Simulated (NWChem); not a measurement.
MoO₃; SMILES [O]=[Mo](=[O])=[O]

def2 effective core potentials on Mo; no spin-orbit coupling.

### Question
Give the equilibrium geometry at PBE0/def2-SVP with def2 effective core potentials on Mo (NWChem) as a list of bonds and angles, with the point group.

### Answer
point group C3v; any orientation.
Bond lengths (Å): Mo1–O2 1.690, Mo1–O3 1.690, Mo1–O4 1.690. Bond angles (°): O2–Mo1–O3 110.0, O2–Mo1–O4 110.0, O3–Mo1–O4 110.0.
